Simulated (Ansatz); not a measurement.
Ansatz (a quantum-chemistry and plane-wave program) job for (3Z)-3-methylpenta-1,3-diene (C6H10), SMILES C=C/C(C)=C\C, PBE-D3(BJ)/def2-SVP. 

Ansatz 0.2 input:
```yaml
crystal:
  periodic: [false, false, false]
  atoms:
    - {symbol: C, position_ang: [-2.24052836, 0.55975924, -0.22877910]}
    - {symbol: C, position_ang: [-1.11243148, 0.13562944, 0.33187883]}
    - {symbol: C, position_ang: [0.18268045, 0.04920545, -0.32561986]}
    - {symbol: C, position_ang: [0.24120910, 0.45188183, -1.77321602]}
    - {symbol: C, position_ang: [1.29487876, -0.36376276, 0.29391703]}
    - {symbol: C, position_ang: [1.47098279, -0.80228489, 1.70917021]}
    - {symbol: H, position_ang: [-2.29928237, 0.88938466, -1.25131928]}
    - {symbol: H, position_ang: [-3.16151045, 0.59262357, 0.32874692]}
    - {symbol: H, position_ang: [-1.14342675, -0.17756059, 1.36607832]}
    - {symbol: H, position_ang: [1.24754877, 0.33375845, -2.16675349]}
    - {symbol: H, position_ang: [-0.43656341, -0.16146527, -2.36509664]}
    - {symbol: H, position_ang: [-0.05519294, 1.49345919, -1.88892441]}
    - {symbol: H, position_ang: [2.21307882, -0.39527353, -0.28159385]}
    - {symbol: H, position_ang: [0.55222646, -0.76154531, 2.28475968]}
    - {symbol: H, position_ang: [1.84882017, -1.82523900, 1.73168214]}
    - {symbol: H, position_ang: [2.21355428, -0.17071199, 2.19831403]}
basis:
  gaussian:
    orbitals: def2-SVP
hamiltonian:
  xc: pbe
  dispersion: d3bj
relax: {f_tol: 0.002, max_steps: 200}
```

It prints:

```
Functional definition: PBE
integrals: 0.08 GiB planned
1528 factors; their error is unknown
mean field: 0.45 GiB planned
mean field evaluation 1: about -6355.9105 eV, gradient 7.4e1 eV
mean field evaluation 2: about -6343.0252 eV, gradient 1.0e2 eV
mean field evaluation 4: about -6370.4759 eV, gradient 1.1e1 eV
mean field evaluation 8: about -6370.7672 eV, gradient 3.8e-1 eV
mean field evaluation 16: about -6370.6923 eV, gradient 2.9e-3 eV
mean field -6370.69225437 eV, -234.1186221379 hartree, gradient 5.7e-5 eV, S^2 0.000000; 0 other end points of the search recorded, 0 dependent functions left out
the calculation of the forces begins
reference -6370.69228982 eV, -234.1186234406 hartree; 23, 23 occupied and 111, 111 virtual orbitals, 1528 factors
relax step   1: F+E_penalty+E_count = -6371.04704098 eV  Δ(F+E_penalty+E_count) = +0.000e0 eV  max|allowed force component| = 9.386e-1 eV/Å  Δτ_max = 0.0000 Å  (30 SCF iters, accepted)
these checks for a lower state are left out or cut short: starts, cluster_reference, orbital_swaps, neighbouring_geometries, increment
integrals: 0.08 GiB planned
1528 factors; their error is unknown
mean field: 0.45 GiB planned
mean field -6370.81683112 eV, -234.1232002488 hartree, gradient 1.4e-5 eV, S^2 0.000000; 0 other end points of the search recorded, 0 dependent functions left out
the calculation of the forces begins
reference -6370.81686684 eV, -234.1232015617 hartree; 23, 23 occupied and 111, 111 virtual orbitals, 1528 factors
relax step   2: F+E_penalty+E_count = -6371.16807052 eV  Δ(F+E_penalty+E_count) = -1.210e-1 eV  max|allowed force component| = 3.497e-1 eV/Å  Δτ_max = 0.0388 Å  (33 SCF iters, accepted)
these checks for a lower state are left out or cut short: starts, cluster_reference, orbital_swaps, neighbouring_geometries, increment
integrals: 0.08 GiB planned
1528 factors; their error is unknown
mean field: 0.45 GiB planned
mean field evaluation 32: about -6370.8283 eV, gradient 2.5e-3 eV
mean field -6370.82828176 eV, -234.1236210523 hartree, gradient 1.5e-5 eV, S^2 0.000000; 0 other end points of the search recorded, 0 dependent functions left out
the calculation of the forces begins
reference -6370.82831753 eV, -234.1236223668 hartree; 23, 23 occupied and 111, 111 virtual orbitals, 1528 factors
relax step   3: F+E_penalty+E_count = -6371.17844958 eV  Δ(F+E_penalty+E_count) = -1.038e-2 eV  max|allowed force component| = 7.851e-2 eV/Å  Δτ_max = 0.0158 Å  (33 SCF iters, accepted)
these checks for a lower state are left out or cut short: starts, cluster_reference, orbital_swaps, neighbouring_geometries, increment
integrals: 0.08 GiB planned
1528 factors; their error is unknown
mean field: 0.45 GiB planned
mean field -6370.82842227 eV, -234.1236262157 hartree, gradient 1.5e-5 eV, S^2 0.000000; 0 other end points of the search recorded, 0 dependent functions left out
the calculation of the forces begins
reference -6370.82845803 eV, -234.1236275299 hartree; 23, 23 occupied and 111, 111 virtual orbitals, 1528 factors
relax step   4: F+E_penalty+E_count = -6371.17858008 eV  Δ(F+E_penalty+E_count) = -1.305e-4 eV  max|allowed force component| = 2.147e-2 eV/Å  Δτ_max = 0.0060 Å  (33 SCF iters, accepted)
these checks for a lower state are left out or cut short: starts, cluster_reference, orbital_swaps, neighbouring_geometries, increment
integrals: 0.08 GiB planned
1528 factors; their error is unknown
mean field: 0.45 GiB planned
mean field -6370.82848823 eV, -234.1236286398 hartree, gradient 1.5e-5 eV, S^2 0.000000; 0 other end points of the search recorded, 0 dependent functions left out
the calculation of the forces begins
reference -6370.82852398 eV, -234.1236299537 hartree; 23, 23 occupied and 111, 111 virtual orbitals, 1528 factors
relax step   5: F+E_penalty+E_count = -6371.17866862 eV  Δ(F+E_penalty+E_count) = -8.854e-5 eV  max|allowed force component| = 7.707e-3 eV/Å  Δτ_max = 0.0060 Å  (33 SCF iters, accepted)
these checks for a lower state are left out or cut short: starts, cluster_reference, orbital_swaps, neighbouring_geometries, increment
integrals: 0.08 GiB planned
1528 factors; their error is unknown
mean field: 0.45 GiB planned
mean field -6370.82847381 eV, -234.1236281098 hartree, gradient 7.9e-6 eV, S^2 0.000000; 0 other end points of the search recorded, 0 dependent functions left out
the calculation of the forces begins
reference -6370.82850956 eV, -234.1236294237 hartree; 23, 23 occupied and 111, 111 virtual orbitals, 1528 factors
relax step   6: F+E_penalty+E_count = -6371.17867817 eV  Δ(F+E_penalty+E_count) = -9.555e-6 eV  max|allowed force component| = 2.246e-3 eV/Å  Δτ_max = 0.0010 Å  (23 SCF iters, accepted)
these checks for a lower state are left out or cut short: starts, cluster_reference, orbital_swaps, neighbouring_geometries, increment
integrals: 0.08 GiB planned
1528 factors; their error is unknown
mean field: 0.45 GiB planned
mean field -6370.82847402 eV, -234.1236281174 hartree, gradient 1.1e-5 eV, S^2 0.000000; 0 other end points of the search recorded, 0 dependent functions left out
the calculation of the forces begins
reference -6370.82850977 eV, -234.1236294313 hartree; 23, 23 occupied and 111, 111 virtual orbitals, 1528 factors
relax step   7: F+E_penalty+E_count = -6371.17868300 eV  Δ(F+E_penalty+E_count) = -4.831e-6 eV  max|allowed force component| = 1.300e-3 eV/Å  Δτ_max = 0.0025 Å  (23 SCF iters, accepted)
integrals: 0.08 GiB planned
1528 factors; their error is unknown
mean field: 0.45 GiB planned
mean field evaluation 64: about -6343.1511 eV, gradient 9.9e1 eV
mean field -6370.82847402 eV, -234.1236281174 hartree, gradient 1.2e-5 eV, S^2 0.000000; 1 other end points of the search recorded, 0 dependent functions left out
the calculation of the forces begins
reference -6370.82850977 eV, -234.1236294313 hartree; 23, 23 occupied and 111, 111 virtual orbitals, 1528 factors
Total energy: -6371.17871876 eV, -234.1364993743 hartree
Atom 0 at    -2.270013     0.559678    -0.222906 Å, force     0.000318    -0.000338     0.000520 eV/Å
Atom 1 at    -1.109493     0.145617     0.337477 Å, force     0.000923    -0.000000    -0.000168 eV/Å
Atom 2 at     0.187378     0.056835    -0.339270 Å, force    -0.001300     0.000681     0.000216 eV/Å
Atom 3 at     0.248589     0.459620    -1.792719 Å, force     0.000420    -0.000433     0.000604 eV/Å
Atom 4 at     1.315529    -0.371466     0.298920 Å, force    -0.000067     0.000185    -0.000357 eV/Å
Atom 5 at     1.474668    -0.812450     1.720549 Å, force     0.000283     0.000004    -0.000631 eV/Å
Atom 6 at    -2.335873     0.876348    -1.275347 Å, force    -0.000385    -0.000111    -0.000385 eV/Å
Atom 7 at    -3.200944     0.594460     0.362880 Å, force    -0.000069     0.000321     0.000065 eV/Å
Atom 8 at    -1.131404    -0.154152     1.398240 Å, force    -0.000111     0.000180    -0.000325 eV/Å
Atom 9 at     1.272141     0.351445    -2.199319 Å, force     0.000036     0.000277    -0.000067 eV/Å
Atom 10 at    -0.435080    -0.159104    -2.412287 Å, force     0.000209    -0.000175    -0.000112 eV/Å
Atom 11 at    -0.067542     1.515361    -1.932702 Å, force    -0.000107    -0.000025    -0.000080 eV/Å
Atom 12 at     2.242040    -0.401058    -0.303577 Å, force     0.000076    -0.000114     0.000320 eV/Å
Atom 13 at     0.537594    -0.775097     2.306764 Å, force    -0.000359    -0.000412     0.000336 eV/Å
Atom 14 at     1.861878    -1.853751     1.769801 Å, force    -0.000049    -0.000153     0.000182 eV/Å
Atom 15 at     2.226576    -0.184427     2.246740 Å, force     0.000181     0.000114    -0.000117 eV/Å
Dipole moment:     0.098682    -0.031993     0.037016 e Å
```

The calculation finished and met its thresholds.
